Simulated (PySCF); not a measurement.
## Two-component Hartree-Fock for Hg⁶³⁺ (mercury, charge +63)

Start: [Ne] 3s2 3p5; 3p1/2 filled at m_j = -1/2, +1/2; 3p3/2 filled at m_j = -1/2, +1/2, +3/2. Calculated with PySCF 2.14 in an uncontracted even-tempered set (17 s from 21 bohr⁻², ratio 2.4; 14 p from 27 bohr⁻², ratio 2.4; 4 d from 95 bohr⁻², ratio 2.6; 4 f from 140 bohr⁻², ratio 2.6): generalised Hartree-Fock with the X2C-1e Hamiltonian and a Gaussian nucleus; one run each with spin-orbit coupling (SO) switched off, then screened by Boettger's factors.

| spinor shell | electrons | ε, spin-free (eV) | ε, screened SO (eV) | weight of nominal j (screened SO) | rms radius, screened SO (bohr) |
| --- | --- | --- | --- | --- | --- |
| 1s1/2 | 2 | -88635.5 | -88599.2 | 1.000 | 0.0187 |
| 2s1/2 | 2 | -19850.0 | -19837.6 | 1.000 | 0.0747 |
| 2p1/2 | 2 | -17822.5 | -19254.0 | 1.000 | 0.0631 |
| 2p3/2 | 4 | -17822.5 | -17260.3 | 1.000 | 0.0709 |
| 3s1/2 | 2 | -7826.6 | -7822.3 | 1.000 | 0.181 |
| 3p1/2 | 2 | -7224.1 | -7593.1 | 1.000 | 0.171 |
| 3p3/2 | 3 | -7224.1 | -7075.6 | 1.000 | 0.184 |

| quantity | spin-free | screened SO |
| --- | --- | --- |
| E (hartree) | -15157.80162 | -15194.17207 |
| M_J | 3/2 | 3/2 |
| ⟨J²⟩ | 3.750 | 3.750 |
| ⟨L²⟩ | 2.000 | 2.065 |
| ⟨S²⟩ | 0.750 | 0.816 |

Each row is a mean over spinors that exchange with the open shell spreads, by up to 31.076 eV (3s1/2).

Breit and QED terms are absent; they matter most for the inner s and p1/2 levels.

Densities and radii are taken from the X2C orbitals without a picture-change correction, which distorts them close to the nucleus.

Without spin-orbit coupling the j labels of p, d and f shells carry no meaning; the spin-free column gives the mean over the occupied spinors of each nl shell.
